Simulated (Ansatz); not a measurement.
Basis sets compared for the cluster B3F3 (the lowest singlet isomer of a short search). The state is a singlet with charge 0. Geometry PBE0-D4/def2-SVP. Ansatz on 4 threads of Intel Xeon Platinum 8259CL on a shared host; times are rough, and most runs start from earlier orbitals.

```
atom   x (Å)   y (Å)   z (Å)
  B1   0.387  -0.956  -0.345
  B2  -0.380   1.010  -0.128
  B3  -0.012  -0.105   0.904
  F4   0.635  -1.426  -1.513
  F5  -0.031  -0.260   2.246
  F6  -0.598   1.736  -1.164
```

The structure comes from a short search, and lower isomers may exist.

Binding counts from free atoms (B doublet, F doublet) in the same basis, without a counterpoise term.

| level | functions | energy (Eh) | HOMO (eV) | LUMO (eV) | binding per atom (eV) | wall time |
| --- | --- | --- | --- | --- | --- | --- |
| PBE-D4/def2-SVP | 84 | -373.4389 | -5.07 | -4.06 | 4.88 | 0.6 s |
| PBE-D4/def2-TZVP (with forces) | 186 | -373.8858 | -5.19 | -4.15 | 4.75 | 1.4 s |
| r2SCAN-D4/def2-TZVP | 186 | -374.1079 | -5.35 | -3.97 | 4.60 | 2.2 s |
| PBE0-D4/def2-SVP | 84 | -373.4394 | -6.15 | -3.24 | 4.65 | 0.8 s |
| PBE0-D4/def2-TZVP | 186 | -373.8882 | -6.22 | -3.27 | 4.56 | 1.8 s |

(1) Estimate the rows for PBE-D4/def2-TZVPD, r2SCAN-D4/def2-TZVPD, PBE0-D4/def2-TZVPD.

Answers

(1) 
```
               level  functions  energy (Eh)  HOMO (eV)  LUMO (eV)  binding per atom (eV)  wall time
   PBE-D4/def2-TZVPD        231    -373.8875      -5.21      -4.18                   4.74        2 s
r2SCAN-D4/def2-TZVPD        231    -374.1093      -5.37      -3.99                   4.60      3.2 s
  PBE0-D4/def2-TZVPD        231    -373.8896      -6.24      -3.30                   4.55      2.5 s
```
